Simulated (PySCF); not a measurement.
Ti(Cl)3(NH2) (Cl3H2NTi), SMILES [Cl][Ti]([Cl])([Cl])[NH2], multiplicity 1. Atoms are numbered in the order given.

```xyz
7

Ti     0.1907     0.0283     0.0000
Cl    -0.4939     0.9849    -1.8308
Cl    -0.4939     0.9849     1.8308
Cl    -0.3887    -2.0801     0.0000
N      2.0071     0.1368     0.0000
H      2.5781     0.1467    -0.8434
H      2.5781     0.1467     0.8434
```
Charge 0, spin multiplicity 1.

Geometry optimised at PBE0-D3(BJ)/def2-SVP. The spin state was assumed, not searched. The isomer is the one that the SMILES or the coordinates give; other isomers of the formula were not compared. One conformer was computed; it need not be the lowest.

Level of theory: PBE0/pcSseg-1 (PySCF).

GIAO shieldings, no solvent; atoms listed in one row are averaged. δ = σ(ref) − σ: ³⁵Cl against HCl (σ = 945.9 ppm); ¹⁵N against NH3 (σ = 267.4 ppm); ¹H against TMS (σ = 31.56 ppm), references at their B3LYP-D3(BJ)/def2-TZVP geometries, non-relativistic (without spin–orbit terms, shifts of atoms bonded to Cl or Br come out too high).

Computed chemical shifts:
```json
[
 {"nucleus": "³⁵Cl", "atoms": "Cl2, Cl3", "count": "2", "δ (ppm)": "812.5"},
 {"nucleus": "³⁵Cl", "atoms": "Cl4", "count": "1", "δ (ppm)": "724.2"},
 {"nucleus": "¹⁵N", "atoms": "N5", "count": "1", "δ (ppm)": "296.8"},
 {"nucleus": "¹H", "atoms": "H6, H7", "count": "2", "δ (ppm)": "9.74"}
]
```
